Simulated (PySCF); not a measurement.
**Ionisation energy of Fe+ by level of theory**

Fe+ [Ar] 3d6 4s1 [3d3/2^4 3d5/2^2 4s1/2^1, M_J = 9/2] → Fe(2+) [Ar] 3d6 [3d3/2^4 3d5/2^2, M_J = 4], as a difference of total energies. Computed with PySCF 2.14 in x2c-TZVPall-2c (6s7p4d1f, 54 functions), with the two-component X2C-1e Hamiltonian. Correlated levels: [Ne] frozen; the 6 highest virtual spinors dropped. "Screened" scales the spin-orbit matrix elements by Boettger's factors to mimic the two-electron term; Breit and QED terms are absent.

```tsv
method	ionisation energy (eV)
GHF (spin-free)	15.304
GMP2 (spin-free)	16.032
GHF (screened spin-orbit)	15.303
GMP2 (screened spin-orbit)	16.032
```

Task: How much does correlation contribute at GMP2 (screened spin-orbit)?

Result: 16.032 − (15.303) = 0.729 eV, measured against GHF (screened spin-orbit).

Errors of the correlated levels include the incompleteness of this basis and the frozen core.

The labels give the starting determinants; with spin-orbit coupling the two ends relaxed to ⟨J²⟩ = 24.76, ⟨L²⟩ = 6.01, ⟨S²⟩ = 8.75 and ⟨J²⟩ = 20.01, ⟨L²⟩ = 6.01, ⟨S²⟩ = 6.00.

For comparison: 16.199 eV (measured; NIST Atomic Spectra Database, ionization energies).
